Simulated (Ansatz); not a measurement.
The lowest singlet and triplet of CS (SMILES [C]=S); geometries from B3LYP-D3(BJ)/def2-TZVP, each state relaxed from the structure named, with no frequency check.
Singlet at the triplet's geometry (charge 0, multiplicity 1):
```json
[
 {"atom": "C", "x (Å)": "0.0000", "y (Å)": "0.0000", "z (Å)": "-1.1403"},
 {"atom": "S", "x (Å)": "0.0000", "y (Å)": "0.0000", "z (Å)": "0.4276"}
]
```

```
level                                          gap E(singlet) − E(triplet), vertical, at the triplet's geometry (eV)
---------------------------------------------  ---------------------------------------------------------------------
R-SVWN5/def2-TZVPP                                                                                            -3.318
U-B3LYP/def2-TZVPP                                                                                            -3.263
U-PBE0/def2-TZVPP                                                                                             -3.108
U-MP2/cc-pV(D+d)Z                                                                                             -3.908
R-SCS-MP2/cc-pV(D+d)Z                                                                                         -4.017
U-SCS-MP2/cc-pV(T+d)Z                                                                                         -4.157
R-SCS-MP2/cc-pV(Q+d)Z                                                                                         -4.233
R-CCSD/cc-pV(D+d)Z                                                                                            -3.303
U-CCSD/cc-pV(D+d)Z                                                                                            -3.303
U-CCSD(T)/cc-pV(Q+d)Z                                                                                         -3.437
SA-CASSCF(10,8)/cc-pV(T+d)Z                                                                                   -3.404
FIC-NEVPT4(SD) on SA-CASSCF(10,8)/cc-pV(Q+d)Z                                                                 -3.443
FIC-MRCISD+Q on SA-CASSCF(10,8)/cc-pV(T+d)Z                                                                   -3.429
FIC-MRCISD+Q on SA-CASSCF(10,8)/cc-pV(Q+d)Z                                                                   -3.442
```

The rows run from -4.233 (R-SCS-MP2/cc-pV(Q+d)Z) to -3.108 eV (U-PBE0/def2-TZVPP).

A positive gap puts the triplet lower; no zero-point energy. R- takes a restricted singlet. U- takes an unrestricted singlet (broken symmetry where lower, unprojected). The triplet is unrestricted in single-reference levels. Active spaces average the two states.

Frozen-core correlation.

Doubts at one or more of the structures used: a spin-contaminated determinant (U-MP2/cc-pV(D+d)Z, R-SCS-MP2/cc-pV(D+d)Z, U-SCS-MP2/cc-pV(T+d)Z, R-SCS-MP2/cc-pV(Q+d)Z, R-CCSD/cc-pV(D+d)Z, U-CCSD/cc-pV(D+d)Z, U-CCSD(T)/cc-pV(Q+d)Z); T1 above 0.05 (R-CCSD/cc-pV(D+d)Z, U-CCSD/cc-pV(D+d)Z, U-CCSD(T)/cc-pV(Q+d)Z).

Programs: Ansatz (a first-principles code). Values without a source in brackets are computed.
